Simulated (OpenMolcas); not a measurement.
# Ag2+: effect of the metal basis and ligand basis

Ag2+ with 4 ligands (chloride) in tetrahedral coordination (Td) at 2.55 Å. A charge of +0.5 e stands 3.2 Å behind each ligand.

* Program: OpenMolcas
* Method: CASSCF
* Spin-orbit coupling: state interaction with AMFI integrals over the reference wave functions

Fixed: active space 9 electrons in 5 orbitals (4d), DKH2 Hamiltonian.

States (labels of Td). Energies in cm-1 above the lowest state or level, χT in cm3 K/mol; under a threefold ground state the first gap can be a small split of the lowest multiplet, not the spin-orbit step; 10Dq is the gap between the two states; 10Dq is negative for this site.

| Run | Metal basis | Ligand basis | Ground state | First state of that spin | 10Dq | First gap with spin-orbit (degeneracies) | χT at 300 K | Cost |
| --- | --- | --- | --- | --- | --- | --- | --- | --- |
| A | ANO-RCC-VDZP | ANO-RCC-VDZP | 2T2 | 2E 4256 | -4256 | 1371 (2, 4) | 0.534 | roughly 11 core-seconds |
| B | ANO-RCC-VTZP | ANO-RCC-VTZP | 2T2 | 2E 4011 | -4011 | 1354 (2, 4) | 0.569 | roughly 100 core-seconds |

Against A, |10Dq| changes by -5.8 % in B.

Costs are those of the RASSCF and RASSI steps.

An orbital triplet at a regular site is open to Jahn-Teller coupling, which can distort the site and quench the lowest spin-orbit gaps and is left out. With metal d orbitals alone the field can be off either way by tens of per cent. Ligand-to-metal charge-transfer states are missing. No measured value stands beside these numbers; the geometry is a model, was not optimised and need not be the one that this ion takes.
